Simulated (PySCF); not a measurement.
# Property card for `Cn1ccc([CH][SiH3])c1` [radical]

Compound: C6H10NSi (doublet state).
Atom-mapped SMILES: `[CH3:1][n:2]1[cH:3][cH:4][c:5]([CH:6][SiH3:7])[cH:8]1` (hydrogens: H9, H10, H11 on C1; H12 on C3; H13 on C4; H14 on C6; H15, H16, H17 on Si7; H18 on C8)

Geometry (GFN2-xTB, Å), atoms numbered from 1 in this order:
```
atom  x, y, z in Å
C1    -3.1432   -0.0519   -0.0917
N2    -1.7202    0.1046   -0.0182
C3    -1.0697    1.0816    0.6854
C4     0.2717    0.8997    0.5662
C5     0.4829   -0.2586   -0.2528
C6     1.6995   -0.8144   -0.6407
Si7    3.3647   -0.1462   -0.1744
C8    -0.8038   -0.7128   -0.5825
H9    -3.4166   -0.5249   -1.0348
H10   -3.5127   -0.6748    0.7291
H11   -3.6267    0.9232   -0.0302
H12   -1.6230    1.8338    1.2148
H13    1.0441    1.5028    0.9980
H14    1.6368   -1.6971   -1.2633
H15    3.5680    1.2175   -0.6877
H16    4.3870   -1.0268   -0.7466
H17    3.5461   -0.0941    1.2843
H18   -1.0937   -1.5552   -1.1797
```

From GFN2-xTB geometry:

```yaml
Rotational_constants_A_B_C_of_the_GFN2-xTB_geometry: 6.339, 0.812, 0.729 GHz
```

UKS B3LYP, pcH-1 on C H N Si, non-relativistic, mean-field spin-orbit, GIAO (PySCF):

```yaml
Isotropic_g_value: 2.00263
Principal_g_values: 2.00217, 2.00262, 2.00310
Spin_squared_⟨S²⟩: 0.763
Largest_Mulliken_spin_population: 0.74 on C6
Largest_isotropic_hyperfine_couplings_means_over_sets_of_like_nuclei: 13C +55.8 (C6), 1H -41.4 (H14), 29Si +36.5 (Si7), 13C -35.4 (C5), 1H +29.3 (H15/H16/H17) MHz
```

Monoisotopic mass (most abundant isotopes): 124.0583 u.

The rotational constants make it an asymmetric top with κ = (2B − A − C)/(A − C) = -0.97, nearer the prolate limit (−1). With B = h/(8π²I), that is 505.379 GHz u Å² over I, the principal moments of inertia are 79.7, 622.0 and 692.9 u Å² (most abundant isotopes); the inertial defect Ic − Ia − Ib is -8.8 u Å² (zero for a rigid planar frame, negative otherwise). ⟨S²⟩ is 0.013 above the pure-spin value S(S + 1) = 0.75. At 9.50 GHz, hν = g·μB·B₀ (B₀ the magnetic field) puts the centre of the isotropic spectrum, to first order, at 338.9 mT. g_iso is shifted by about +310 ppm from the free-electron value 2.002319; the principal values span 0.0009.

Geometry: GFN2-xTB, one conformer, isolated molecule. Hyperfine couplings depend on the geometry, which wasn't re-optimised at a DFT level. Couplings of like nuclei are plain means over topologically equivalent atoms, as if these changed places fast (by rotation of a methyl-like group, say); in this geometry the members of some sets differ.

For the EPR job (B3LYP), time: 2.9 min of wall time (grids of density and orbitals included); peak memory 0.97 GiB. Hardware: Arm Neoverse N1, one thread (shared host).
